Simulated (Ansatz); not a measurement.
`O[SiH2][SiH2][SiH3]` → `O[SiH]` + disilane  (silylene formation by 1,1-elimination)

Gas-phase electronic energies from Ansatz, PBE0-D4/def2-TZVP geometries. CCSD(T)/CBS is the MP2 limit (def2-TZVPP, def2-QZVPP) plus CCSD(T) − MP2 in def2-TZVPP, frozen cores. This one scheme is used for every species. Functionals use def2-TZVPP. HSE06 is defined as in plane-wave codes. One conformer a species, not always the lowest.

```json
{"level": "r2SCANh-D4", "ΔE (kJ/mol)": "202.8", "difference from CCSD(T)/CBS": "20.7"}
{"level": "r2SCAN0-D4", "ΔE (kJ/mol)": "205.2", "difference from CCSD(T)/CBS": "23.1"}
{"level": "CAM-B3LYP-D4", "ΔE (kJ/mol)": "179.6", "difference from CCSD(T)/CBS": "-2.5"}
{"level": "ωB97M-V", "ΔE (kJ/mol)": "170.8", "difference from CCSD(T)/CBS": "-11.3"}
{"level": "PBE", "ΔE (kJ/mol)": "179.7", "difference from CCSD(T)/CBS": "-2.4"}
{"level": "revPBE", "ΔE (kJ/mol)": "166.2", "difference from CCSD(T)/CBS": "-15.9"}
{"level": "BLYP", "ΔE (kJ/mol)": "146.0", "difference from CCSD(T)/CBS": "-36.1"}
{"level": "HSE06", "ΔE (kJ/mol)": "191.3", "difference from CCSD(T)/CBS": "9.2"}
{"level": "RPA@PBE/def2-TZVPP", "ΔE (kJ/mol)": "156.4", "difference from CCSD(T)/CBS": "-25.7"}
{"level": "MP2/def2-SVP", "ΔE (kJ/mol)": "174.4", "difference from CCSD(T)/CBS": "-7.7"}
{"level": "CCSD(T)/def2-SVP", "ΔE (kJ/mol)": "159.7", "difference from CCSD(T)/CBS": "-22.4"}
{"level": "CCSD/def2-TZVPP", "ΔE (kJ/mol)": "172.3", "difference from CCSD(T)/CBS": "-9.8"}
{"level": "CCSD(T)/def2-TZVPP", "ΔE (kJ/mol)": "175.1", "difference from CCSD(T)/CBS": "-7.0"}
{"level": "HF/def2-QZVPP", "ΔE (kJ/mol)": "163.7", "difference from CCSD(T)/CBS": "-18.4"}
{"level": "MP2/CBS(def2)", "ΔE (kJ/mol)": "194.4", "difference from CCSD(T)/CBS": "12.3"}
{"level": "CCSD/CBS(def2)", "ΔE (kJ/mol)": "179.3", "difference from CCSD(T)/CBS": "-2.8"}
{"level": "CCSD(T)/CBS", "ΔE (kJ/mol)": "182.1", "difference from CCSD(T)/CBS": "0"}
```

Largest T1 diagnostic among the species: 0.016.

The D4 term adds +14.7 kJ/mol with B3LYP and +8.3 kJ/mol with PBE0; it sums over pairs of atoms, weighted by their polarisabilities, and B3LYP, whose exchange is more repulsive, gets the larger term. From r2SCAN to r2SCAN0 (25 % exact exchange), in def2-TZVPP and without D4, ΔE moves by +3.5 kJ/mol.

CCSD(T)/CBS has its own doubt, a few kJ/mol and more with outer-core shells, so smaller differences from it don't rank the levels.

B3LYP here is the variant with VWN-RPA as its local correlation; programs differ in this.
